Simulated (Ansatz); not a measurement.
Gas-phase electronic energies from Ansatz, PBE0-D4/def2-TZVP geometries. CCSD(T)/CBS is the MP2 limit (def2-TZVPP, def2-QZVPP) plus CCSD(T) − MP2 in def2-TZVPP, frozen cores. One conformer a species, not always the lowest.

Consider the redistribution: `C[Si](N)(N)Cl` + `CSB[SiH3]` → `C[Si](N)(N)[SiH3]` + `CSBCl`.

`C[Si](N)(N)Cl`:

```xyz
12

C     1.459   -0.646   -0.073
Si   -0.247    0.057   -0.284
N    -1.553   -0.737    0.465
N    -0.228    1.651    0.314
Cl   -0.684   -0.125   -2.313
H     1.500   -1.665   -0.465
H     1.736   -0.671    0.984
H     2.202   -0.052   -0.612
H    -2.039   -1.491    0.012
H    -1.655   -0.750    1.466
H    -1.076    2.195    0.314
H     0.584    2.233    0.193
```

`CSB[SiH3]`:

Z-matrix (Å, degrees):
```
C
S 1 1.810
H 1 1.090 2 108.9
H 1 1.090 2 108.9 3 -118.8
H 1 1.088 2 109.9 3 120.6
B 2 1.746 1 106.9 3 -120.5
Si 6 2.008 2 118.0 1 -180.0
H 6 1.196 2 119.5 1 -0.0
H 7 1.489 6 112.9 2 -0.1
H 7 1.491 6 110.0 2 -121.0
H 7 1.491 6 110.0 2 120.9
```

`C[Si](N)(N)[SiH3]`:

Cartesian coordinates in Å:
```
C -0.364 1.773 -0.354
Si -0.124 -0.083 -0.297
N -1.693 -0.754 -0.527
N 0.868 -0.774 -1.516
Si 0.925 -0.662 1.733
H -1.010 2.119 0.459
H -0.819 2.073 -1.303
H 0.594 2.289 -0.258
H -1.821 -1.753 -0.506
H -2.503 -0.275 -0.169
H 1.866 -0.832 -1.409
H 0.595 -0.733 -2.485
H 0.278 0.036 2.882
H 2.374 -0.297 1.756
H 0.835 -2.128 1.993
```

`CSBCl`:

Cartesian coordinates in Å:
```
C 0.811 -0.709 -0.736
S -0.909 -0.156 -0.643
B -0.943 0.811 0.834
Cl -2.447 1.559 1.322
H 1.376 -0.323 0.111
H 0.833 -1.798 -0.726
H 1.249 -0.349 -1.665
H 0.030 0.965 1.504
```

```csv
species,CCSD(T)/CBS(def2) energy (Eh)
`C[Si](N)(N)Cl`,-900.67889
`CSB[SiH3]`,-753.91766
`C[Si](N)(N)[SiH3]`,-731.71043
`CSBCl`,-922.86962
```

(1) Work out ΔE.

Largest T1 diagnostic among the species: 0.015.

Results:

(1) ΔE = (-731.71043) + (-922.86962) − (-900.67889) − (-753.91766) = 0.01650 Eh = +43.3 kJ/mol.

In def2-TZVPP, CCSD(T) changes the Hartree–Fock value by −9.0 kJ/mol (the triples alone add −1.7 kJ/mol) and MP2 by −7.5 kJ/mol. From PBE to PBE0 (25 % exact exchange), in def2-TZVPP and without D4, ΔE moves by +5.0 kJ/mol.
